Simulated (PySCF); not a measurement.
How methods differ on the interval between two levels of Ru

Ru [Kr] 4d7 5s1 [5F5, M_J = 5] → Ru [Kr] 4d7 5p1 [5G6, M_J = 6], as a difference of total energies. Computed with PySCF 2.14 in x2c-TZVPall-2c, with the two-component X2C-1e Hamiltonian. Correlated levels: [Ar] 3d10 frozen; the 6 highest virtual spinors dropped. "Screened" scales the spin-orbit matrix elements by Boettger's factors to mimic the two-electron term; Breit and QED terms are absent.

| method | interval between two levels (cm⁻¹) |
| --- | --- |
| GHF (spin-free) | 24711 |
| GMP2 (spin-free) | 28748 |
| GHF (screened spin-orbit) | 24966 |
| GMP2 (screened spin-orbit) | 28905 |

The spin-free rows relax to the high-spin LS determinant and lack the spin-orbit shift.

Errors of the correlated levels include the incompleteness of this basis and the frozen core.

The labels give the starting determinants; with spin-orbit coupling the two ends relaxed to ⟨J²⟩ = 30.01, ⟨L²⟩ = 12.09, ⟨S²⟩ = 5.98 and ⟨J²⟩ = 42.02, ⟨L²⟩ = 19.82, ⟨S²⟩ = 6.19.

For comparison: 28572 cm⁻¹ (measured; NIST Handbook of Basic Atomic Spectroscopic Data (Sansonetti and Martin, J. Phys. Chem. Ref. Data 34, 1559 (2005))).
